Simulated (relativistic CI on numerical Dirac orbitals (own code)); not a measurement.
How well does a small relativistic CI reproduce Sc?

Computed by Dirac-Coulomb-Breit CI, orbitals from a KLI potential per configuration, a model potential for QED, valence Slater integrals scaled by 0.85, P86 correlation energy added to each configuration (own radial code, finite nucleus).

CI space (outside the closed core [Ar]): 3d4s², 3d²4s, 3d4s4p, 4s²4p, 3d²4p, 3d³, 3d4s4d, 3d4s4f, 4s²5p, 3d4s5s, 4s²6s, 4s²5d, 3d²4d, 4s²6p, 3d4s5p, 4s²5g, 3d²4f, 4s²7s, 4s²5f, 3d4s6s, 4s²6d, 4s²7p, 3d4s5d, 3d4s6p, 3d²5s, 3d4s5g, 4s²7d, 3d4s7s, 3d4s5f, 3d4s6d, 3d4s7p, 3d4p4d, 4s²5s, 3d4p², 4p³, 4p²5p, 4s4p², 4p²4d, 4p²4f, 3d4d², 4p4d², 4d²5p. Double excitations out of closed p, d and f shells are left out; levels of such configurations are missing from the list, as are those of other unlisted configurations, and high levels can miss mixing partners. These lack a partner that the ground configuration has and come out too high: 4s²6s, 4s²5d, 4s²6p, 4s²5g, 4s²7s.

| Configuration | Term (tabulated) | J | Measured (cm⁻¹) | Computed | Error | Purity (%) |
| --- | --- | --- | --- | --- | --- | --- |
| 3d4s² | 2D | 3/2 | 0.0 | 0 | 0 | 92 |
| 3d4s² | 2D | 5/2 | 168.3 | 146 | -23 | 92 |
| 3d²4s | 4F | 3/2 | 11520.0 | 12942 | 1422 | 97 |
| 3d²4s | 4F | 5/2 | 11557.7 | 12962 | 1404 | 97 |
| 3d²4s | 4F | 7/2 | 11610.3 | 12990 | 1379 | 97 |
| 3d²4s | 4F | 9/2 | 11677.4 | 13025 | 1347 | 97 |
| 3d²4s | 2F | 5/2 | 14926.1 | 16804 | 1878 | 88 |
| 3d²4s | 2F | 7/2 | 15041.9 | 16881 | 1839 | 88 |
| 3d4s4p | 4F° | 3/2 | 15672.6 | 13789 | -1884 | 97 |
| 3d4s4p | 4F° | 5/2 | 15756.6 | 13859 | -1898 | 97 |
| 3d4s4p | 4F° | 7/2 | 15881.8 | 13957 | -1924 | 98 |
| 3d4s4p | 4D° | 1/2 | 16009.8 | 14278 | -1732 | 97 |
| 3d4s4p | 4D° | 3/2 | 16021.8 | 14309 | -1713 | 95 |
| 3d4s4p | 2D° | 5/2 | 16022.7 | 14568 | -1455 | 90 |
| 3d4s4p | 4F° | 9/2 | 16026.6 | 14081 | -1946 | 98 |
| 3d4s4p | 2D° | 3/2 | 16096.9 | 14580 | -1517 | 92 |
| 3d4s4p | 4D° | 5/2 | 16141.1 | 14362 | -1779 | 92 |
| 3d4s4p | 4D° | 7/2 | 16210.9 | 14451 | -1760 | 97 |
| 3d4s4p | 4P° | 1/2 | 18504.1 | 16375 | -2129 | 98 |
| 3d4s4p | 4P° | 3/2 | 18515.7 | 16388 | -2128 | 97 |
| 3d4s4p | 4P° | 5/2 | 18571.4 | 16426 | -2146 | 98 |
| 3d4s4p | 2F° | 5/2 | 21032.8 | 20179 | -854 | 94 |
| 3d4s4p | 2F° | 7/2 | 21085.8 | 20216 | -870 | 94 |
| 3d4s4p | 2D° | 3/2 | 24866.2 | 24097 | -769 | 66 |
| 3d4s4p | 2D° | 5/2 | 25014.2 | 24227 | -787 | 67 |
| 3d4s4p | 2F° | 5/2 | 25584.6 | 25316 | -268 | 67 |
| 3d4s4p | 2F° | 7/2 | 25724.7 | 25440 | -285 | 67 |
| 3d²4p | 4G° | 5/2 | 29022.8 | 29629 | 606 | 99 |
| 3d²4p | 4G° | 7/2 | 29096.2 | 29683 | 586 | 99 |
| 3d²4p | 4G° | 9/2 | 29189.8 | 29751 | 561 | 99 |
| 3d²4p | 4G° | 11/2 | 29303.5 | 29834 | 531 | 99 |

Measured levels from NIST Handbook of Basic Atomic Spectroscopic Data (Sansonetti and Martin, J. Phys. Chem. Ref. Data 34, 1559 (2005)); pairs were made by configuration, J and term (by order where the table uses no LS term), so strongly mixed levels may be paired wrongly.

Mean error by configuration (cm⁻¹): 3d4s² -23; 3d²4s 1545; 3d4s4p -1465; 3d²4p 571. Over the excited levels the mean absolute error is 1314 cm⁻¹ (30 of the 36 excited levels that our extract of the source holds in range could be paired, and the others can miss by more), and the median relative error of those above 1,000 cm⁻¹ is 11 %.

Transition probabilities of persistent lines. The last column rescales the computed rate by the cube of measured over computed energy:

```
λ measured (Å)        Lower          Upper  A tabulated (s⁻¹)  A computed  A rescaled
   3907.48 air  3d4s² ²D3/2  3d4s4p ²F°5/2           1.66e+08    1.96e+08    2.02e+08
   3911.81 air  3d4s² ²D5/2  3d4s4p ²F°7/2           1.79e+08    2.12e+08    2.18e+08
   3933.38 air  3d4s² ²D5/2  3d4s4p ²F°5/2           1.62e+07    1.62e+07    1.67e+07
   3996.60 air  3d4s² ²D3/2  3d4s4p ²D°5/2           1.65e+07    1.62e+07    1.78e+07
   4020.39 air  3d4s² ²D3/2  3d4s4p ²D°3/2           1.63e+08    1.92e+08    2.11e+08
   4023.68 air  3d4s² ²D5/2  3d4s4p ²D°5/2           1.65e+08    1.89e+08    2.08e+08
```
